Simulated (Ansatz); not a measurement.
Two isomers of C2H8OSi2: A = `C=C[SiH2]O[SiH3]`, B = `CC[Si]O[SiH3]`.

Computed with Ansatz on PBE0-D4/def2-TZVP structures; ΔE is electronic, products minus reactants. CCSD(T)/CBS adds triple-zeta CCSD(T) − MP2 to the extrapolated MP2 energy (def2 sets, frozen cores). DFT in def2-TZVPP. B3LYP here is the variant with VWN-RPA as its local correlation; programs differ in this. One conformer a species, not always the lowest.

Q: Which isomer does CCSD(T)/CBS put lower? Give the gap. (An estimate is asked.)

A: Computed: A, by 13.4 kcal/mol.

Q: Give E(B) − E(A) in kcal/mol with LDA (SPW92), BLYP-D4, ωB97M-V, CCSD(T)/def2-TZVPP, PBE-D4, B3LYP-D4, r2SCAN-D4. (An estimate is asked.)

A: Ansatz gave: LDA (SPW92) 6.9, BLYP-D4 11.3, ωB97M-V 10.4, CCSD(T)/def2-TZVPP 12.9, PBE-D4 9.1, B3LYP-D4 12.6, r2SCAN-D4 14.3. None reverses the order clearly.

Q: Does the order hold for the free energy at 298.15 K (harmonic terms from PBE0-D4)? (Estimate.)

A: Ansatz gave: Yes: G(B) − G(A) = +16.8 kcal/mol, for one conformer each. Modes under 60 cm⁻¹, often nearly free rotors, make the harmonic entropy too high.

Largest T1 diagnostic: 0.013.

Leaving LDA and LC-ωPBE aside and taking each functional with its dispersion term where it has one, the values, not all of them listed here, spread over 5.4 kcal/mol, from PBE-D4 to BHLYP-D4. LDA lies −2.7 kcal/mol from PBE without D4. From PBE to PBE0 (25 % exact exchange), in def2-TZVPP and without D4, E(B) − E(A) moves by +1.4 kcal/mol.
